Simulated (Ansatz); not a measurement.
`C[SiH2][SiH2]C=N` + dimethylamine → `C[SiH2]N(C)C` + `N=C[SiH3]`  (cleavage of the Si–Si bond)

Computed with Ansatz on PBE0-D4/def2-TZVP structures; ΔE is electronic, products minus reactants. CCSD(T)/CBS adds triple-zeta CCSD(T) − MP2 to the extrapolated MP2 energy (def2 sets, frozen cores). DFT in def2-TZVPP. Each species was taken in one conformer, which may not be the lowest.

CCSD(T)/CBS gives -41.3 kJ/mol.

Another level gave -50.5 kJ/mol. Which?
A. HF/def2-TZVPP
B. r2SCAN-D4/def2-TZVPP
C. B2PLYP/def2-TZVPP
D. PBE0-D4/def2-TZVPP

A. HF/def2-TZVPP -50.5, r2SCAN-D4 -35.4, PBE0-D4 -27.5, B2PLYP -43.1 kJ/mol.

Largest T1 diagnostic among the species: 0.013.

From PBE to PBE0 (25 % exact exchange), in def2-TZVPP and without D4, ΔE moves by −4.8 kJ/mol.
